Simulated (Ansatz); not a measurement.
Input file:

```yaml
crystal:
  periodic: [false, false, false]
  atoms:
    - { symbol: B, position_ang: [0.01149, -0.194343, 0.088243] }
    - { symbol: H, position_ang: [0.007346, 0.191179, 1.380615] }
    - { symbol: F, position_ang: [1.165168, 0.129522, -0.500498] }
    - { symbol: F, position_ang: [-1.164598, 0.064007, -0.488427] }
    - { symbol: Cl, position_ang: [0.072389, -2.255345, 0.655412] }
    - { symbol: H, position_ang: [0.037104, -0.858721, 1.424357] }
basis:
  gaussian: { orbitals: def2-SVP }
hamiltonian:
  xc: blyp
  dispersion: d4
md:
  timestep: 0.5
  n_steps: 200
  ensemble: nve
  temperature: 100.0
  initial_velocities: maxwell_boltzmann
  seed: 6488
```

Run as:

```bash
$ ansatz run input.yaml --threads 1 --pin off --max-ram 2048MiB --backend cpu --events-out ev --progress --plain --runs-dir out
```

Hardware: 1 thread of Arm Neoverse V1, with other jobs on the host.

Problem. Roughly how long does this run take, and how much memory?

Solution. 4.5 min, with a peak of 0.11 GiB, for 201 ionic steps.
